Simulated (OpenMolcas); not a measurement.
Ru2+: moving or changing the point charges

Ru2+ among 6 point charges of -1 e arranged as an octahedron (Oh), 1.84 Å from the ion.

```yaml
Program: OpenMolcas 26.06
Method: CASSCF
Basis: ANO-RCC-VDZP [6s5p3d1f]
Scalar_Hamiltonian: DKH2, point nucleus
Active_space: 6 electrons in 5 orbitals (4d)
State_averaging: 2S+1 = 5 even, 5 roots; 2S+1 = 3 even, 45 roots; 2S+1 = 1 even, 50 roots
Spin-orbit_coupling: RASSI with atomic mean-field integrals over the reference wave functions
```

Runs around this geometry, states (labels of O, the rotations of Oh). Energies in cm-1 above the lowest state or level, χT in cm3 K/mol; under a threefold ground state the first gap can be a small split of the lowest multiplet, not the spin-orbit step.

| R (Å) | q (e) | Ground state | First state of that spin | First gap with spin-orbit (degeneracies) | χT at 300 K | First state of another spin |
| --- | --- | --- | --- | --- | --- | --- |
| 1.84 | -0.5 | 5T2 | 5E 5158 | 379.3 (3, 2) | 4.490 | 3T1 13965 |
| 1.67 | -1 | 5T2 | 5E 15303 | 297.5 (3, 2) | 4.162 | 1A1 1710 |
| 1.84 | -1 | 5T2 | 5E 10441 | 374.3 (3, 2) | 4.293 | 3T1 9871 |
| 1.92 | -1 | 5T2 | 5E 8789 | 384.8 (3, 2) | 4.331 | 3T1 11247 |

Taking the first state of the same spin as R^-n, n = -ln(8789 / 15303) / ln(1.92 / 1.67) = 4.0 between the shortest and longest distance.

Scaling the charges by -0.5 / -1 = 0.50 scales the first state of the same spin by 5158 / 10441 = 0.49; with fixed orbitals a first-order splitting would follow the charge.

An orbital triplet at a regular site is open to Jahn-Teller coupling, which can distort the site and quench the lowest spin-orbit gaps and is left out. Without dynamic correlation the repulsion within the d shell is too large (B by tens of per cent), so at a given field states of lower spin stand too high. Point charges give a weaker field than real ligands, and real ions of this kind are as a rule low spin; the high spin found here belongs to the model. This shell can be high or low spin here, a state of another spin lies low, and with metal d orbitals alone active their balance is uncertain, so the ground spin may be wrong (holds for R = 1.67, q = -1). Point charges carry no covalency, so the field is a model and not that of real ligands. No measured value stands beside these numbers.
